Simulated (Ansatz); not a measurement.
# Reading a saddle point

A first-order saddle point of GeSiAsH9, closed shell, PBE0-D4/def2-TZVP, with one imaginary mode of 823i cm⁻¹:

```xyz
12
angstrom
Ge -1.2355 0.6865 0.7613
Si 0.4792 -1.2563 0.4288
H -2.4902 0.6147 -0.1235
H -0.7194 2.1340 0.8785
H -1.6326 0.2253 2.1884
H 1.1133 -0.7904 -0.9485
As 0.3570 0.9472 -1.6631
H 0.7258 -2.4568 1.3039
H -0.7336 -1.7147 -0.3216
H 1.3168 -0.2317 1.1273
H 1.2776 0.2285 -2.6539
H 1.5415 1.6137 -0.9779
```

Computed with Ansatz 0.2.0 (basis: def2-TZVPP and def2-QZVPP); correlated methods freeze the cores. Filled d shells of the heavier atoms are correlated. The def2 sets are not built for correlating such inner shells, so the correlated values are less sure here. Extrapolation: Hartree–Fock as exp(−7.88 √X), correlation as X^−2.97.

Question: Which contacts change along the imaginary mode, and what lies on either side? (A judgement: the text doesn't fix the answer.)

Answer: Computed: The step is GeSiH₆ ([SiH3][GeH3]) + AsH₃ → GeAsH₅ ([GeH3][AsH2]) + SiH₄, with the molecules in contact on both sides. Shortening one way: Ge1–As7, Si2–H6; lengthening the same way: Ge1–Si2, H6–As7.
| pair | one side (Å) | saddle (Å) | other side (Å) |
| --- | --- | --- | --- |
| Ge1–As7 | 4.29 | 2.91 | 2.43 |
| Si2–H6 | 3.66 | 1.59 | 1.48 |
| Ge1–Si2 | 2.38 | 2.61 | 4.50 |
| H6–As7 | 1.52 | 2.03 | 4.01 |

Question: Which side is lower, and how far does the saddle lie above each? (Judge from chemistry; the value comes from the calculation.)

Answer: The calculation gives: The side with Ge1–As7, Si2–H6 short is lower by 0.210 eV; the saddle lies 3.330 eV above it and 3.119 eV above the other (CCSD(T) at an estimated basis limit (MP2 extrapolated from triple and quadruple zeta, plus CCSD(T) − MP2 in triple zeta); electronic energies).

T1 diagnostic: at most 0.015. The restricted Hartree–Fock reference is unstable towards an unrestricted one at one or more of these structures.

Labels in which every atom is bracketed show which atoms are joined, not bond orders.

For scale, one of the runs: CCSD(T)/def2-TZVPP, 264 basis functions, launched by `ansatz run in.yaml --threads 8 --pin off --events-out ev --progress --plain --max-ram 19148MiB`. The run took 2.9 min on 8 CPU threads of an Arm Neoverse V2 (shared host), with 6.2 GiB of host memory at its peak.
